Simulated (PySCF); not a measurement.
A run for PySCF: U-B3LYP/LANL2DZ on CH6GeO (SMILES C[O][GeH3]), a point of a bond scan (R = 1.379 Å).

```python
from pyscf import gto, scf, dft, mp
from pyscf.data.elements import chemcore

mol = gto.M(
    atom='''
    Ge    0.70620540   -0.11748486    0.11798120
    O    -0.90591936   -0.12633232   -0.65985098
    C    -1.98001064    0.51275973    0.00577285
    H     1.52080161   -0.80389302   -0.75707995
    H     1.16139681    1.34424293    0.31136889
    H     0.60492437   -0.81782501    1.48929881
    H    -1.79297789    1.58363694    0.15372861
    H    -2.87068016    0.40371520   -0.61514246
    H    -2.18512951    0.06000634    0.98382744
    ''',
    basis='lanl2dz',
    ecp={'Ge': 'lanl2dz'},
    charge=0, spin=0, verbose=3, max_memory=1800)
mf = dft.UKS(mol, xc='b3lyp')
mf.conv_tol = 1e-8
mf.max_cycle = 100
mf.init_guess_breaksym = True
mf.kernel()
if not mf.converged:
    mf = mf.newton().run(mf.mo_coeff, mf.mo_occ)
for _ in range(4):
    mo, _, stable, _ = mf.stability(return_status=True)
    if stable:
        break
    mf.kernel(mf.make_rdm1(mo, mf.mo_occ))
```

The log:

```
converged SCF energy = -120.672456212766  <S^2> = 5.2732929e-11  2S+1 = 1
<class 'pyscf.dft.uks.UKS'> wavefunction is stable in the internal stability analysis
```

The calculation finished and met its thresholds.

Cost: very roughly 40 core-seconds.
